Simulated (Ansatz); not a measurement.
Strength of the Sn–C bond: C3H5FSn → C2H2FSn + CH3

Species: C3H5FSn `C#[C][SnH]([CH3])[F]`, singlet; C2H2FSn `C#[C][SnH][F]`, doublet; CH3 `[CH3]`, doublet. 

Shapes, held fixed at every level: PBE0-D4/def2-TZVP. Programs: Ansatz 0.2.0. The zero-point and thermal change to 298 K, harmonic and unscaled (PBE0-D4/def2-TZVP), is -15.4 kJ/mol.

**Question.** Estimate ΔH(298 K) of this reaction.

**Answer.** The highest level, CCSD(T)/def2-TZVPP, gives ΔH(298 K) = +300.5 kJ/mol; the levels span +194.3 to +317.0. The column of differences is taken from that level and isn't an error. Hartree–Fock misses the correlation of the pair that is broken and comes out low. No measured value is set beside it here. Open shells run unrestricted unless RO is named. For atoms past krypton def2 sets carry core potentials with scalar relativity. Correlated rows may include outer-core shells of Sn, which these sets cover unevenly.

| level | kind | ΔH(298 K) (kJ/mol) | less CCSD(T)/def2-TZVPP |
| --- | --- | --- | --- |
| HF/def2-SVP | Hartree–Fock | +194.3 | -106.2 |
| B3LYP-D4/def2-TZVPP | global hybrid | +276.0 | -24.5 |
| PBE0-D4/def2-TZVPP | global hybrid | +288.5 | -12.0 |
| r2SCAN0-D4/def2-TZVPP | global hybrid | +270.6 | -29.9 |
| B2PLYP/def2-TZVPP | double hybrid | +283.5 | -17.0 |
| MP2/def2-TZVPP | perturbation theory | +317.0 | +16.5 |
| CCSD(T)/def2-TZVPP | coupled cluster or CI | +300.5 | 0.0 |
